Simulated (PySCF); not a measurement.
# Working with the constants of CaBi⁻

PBE0 constants of CaBi⁻, ³Π (triplet), unpaired electrons σ ↑, π ↑ (basis Ca def2-SVPD, Bi def2-SVPD with ECP60; scalar-relativistic core potentials; PySCF 2.14; masses 39.9626 and 208.9804 u):

```
ωe              : 189.3 cm⁻¹
ωexe            : 0.728 cm⁻¹
Be              : 0.055833 cm⁻¹
αe              : 0.000247 cm⁻¹
D (centrifugal) : 1.94e-08 cm⁻¹
```

Problem. Give the vibrational terms G(v) and spacings up to v = 6.

Solution. G(v) = ωe(v+½) − ωexe(v+½)².

```tsv
v	G(v) (cm⁻¹)	G(v) − G(v−1)	Bv (cm⁻¹)
0	94.5		0.05571
1	282.3	187.8	0.05546
2	468.7	186.4	0.05522
3	653.6	184.9	0.05497
4	837.1	183.5	0.05472
5	1019.1	182.0	0.05447
6	1199.7	180.6	0.05423
```

These are scalar-relativistic numbers at best; spin–orbit coupling would shift them, the dissociation energy most. The state is the lowest determinant that a PBE0 search found; another state may lie lower at other levels.
